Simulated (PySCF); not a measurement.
# Excitation energy of Si by level of theory

Si [Ne] 3s2 3p2 (3P) → Si [Ne] 3s1 3p2 4s1 (5P), as a difference of total energies. All numbers are calculated (PySCF 2.14, the non-relativistic Hamiltonian (point nucleus), in aug-cc-pV(D+d)Z (5s4p3d, 32 functions)). Correlated levels: valence: [Ne] frozen. The calculations carry no spin-orbit coupling.

```csv
method,excitation energy (eV)
UHF,8.656
LDA,10.185
PBE,10.106
PBE0,10.043
r2SCAN,9.821
TPSSh,10.180
BLYP,10.422
B3LYP,10.386
M06-2X,10.441
MP2 (valence),9.574
SCS-MP2 (valence),9.877
```

Task: How much does correlation contribute at MP2 (valence)?

Result: 9.574 − (8.656) = 0.918 eV, measured against UHF.

The upper state lies above the first ionisation limit, but in LS coupling its spin forbids autoionisation to the ground ion. A Rydberg-like electron needs more diffuse functions than a valence basis has.

The promoted electron is Rydberg-like, and one or two diffuse shells describe it only roughly, which tends to raise the upper state.
